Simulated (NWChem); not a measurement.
Molecule: C$_{2}$H$_{4}$O$_{3}$Si; SMILES O1C[SiH2]OC1=O

```xyz
10

O     -0.3798    -2.2790     0.0000
C     -0.1369    -1.1184     0.0000
O      1.1302    -0.6414     0.0000
C      1.3146     0.7703     0.0000
Si    -0.4654     1.4397     0.0000
O     -1.0732    -0.1435     0.0000
H      1.8991     1.0532     0.8898
H      1.8991     1.0532    -0.8898
H     -0.8835     2.1692    -1.2245
H     -0.8835     2.1692     1.2245
```
Atoms are numbered in this order, from 1.

Computed with NWChem. Medium grid unless said otherwise, to which SCAN and Minnesota functionals are sensitive. Structure relaxed at the PBE0/def2-SVP level. Level r2SCAN/def2-SVPD: single points from the atomic guess with DIIS by default; each run changes one setting, and all converged runs end within 0.3 mHa of each other. NWChem's automatic level shift, which a small gap switches on, acted in some of these runs.

Q: Which setting needs the most SCF iterations, or fails (no DIIS, 40 % damping; no level shifting; defaults; core-Hamiltonian guess; occupation smearing of 0.005 Ha)?

A: no DIIS, 40 % damping, with 43 against 10 for the defaults.
| setting | SCF iterations |
|---|---|
| defaults | 10 |
| no DIIS, 40 % damping | 43 |
| occupation smearing of 0.005 Ha | 10 |
| no level shifting | 10 |
| core-Hamiltonian guess | 16 |
